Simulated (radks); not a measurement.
Values are calculated unless marked as measured or tabulated.
Problem. Excited configurations of As+: one electron is placed in a higher orbital outside [Ar] 3d10 4s2 4p1. The ground configuration is [Ar] 3d10 4s2 4p2. Level of theory: scalar-relativistic Kohn-Sham, BLYP, spin-polarised, spherical densities, finite nucleus; open shells are filled with parallel spins first; Fermi nuclear charge, rms radius 4.0968 fm (a radial shooting solver on a logarithmic mesh with Libxc functionals). Excitation = E - E(ground); binding = E(ion) - E, where the ion is the core of charge +2; n* = 2/sqrt(2 binding) in atomic units, and the quantum defect is n - n*.

outer orbital  excitation (eV)  binding (eV)     n*  quantum defect  eigenvalue (eV)  <r> (bohr)
4d                      10.881         7.496  2.695           1.305           -4.940       4.081
4f                      14.867         3.510  3.938           0.062           -2.438       8.471
5p                      11.635         6.742  2.841           2.159           -5.151       5.801
5d                      14.180         4.197  3.601           1.399           -3.162       8.679
6p                      14.478         3.899  3.736           2.264           -3.030       10.47
6d                      15.684         2.693  4.496           1.504           -2.096       14.44
7s                      15.397         2.980  4.274           2.726           -2.377       14.38
7p                      15.814         2.563  4.608           2.392           -2.025       16.36
7f                      16.997         1.380  6.281           0.719           -1.076       28.72

Estimate the row for 6s.

Solution. excitation (eV) 13.612; binding (eV) 4.765; n* 3.380; quantum defect 2.620; eigenvalue (eV) -3.748; <r> (bohr) 8.945. The Delta-SCF ionisation energy is 18.377 eV (NIST Atomic Spectra Database: 18.589 eV, measured). Self-interaction in the functional shifts the binding energies and quantum defects, so they are the method's values and not measured ones. Open shells are spherical and high-spin; term and fine-structure splittings are not resolved.
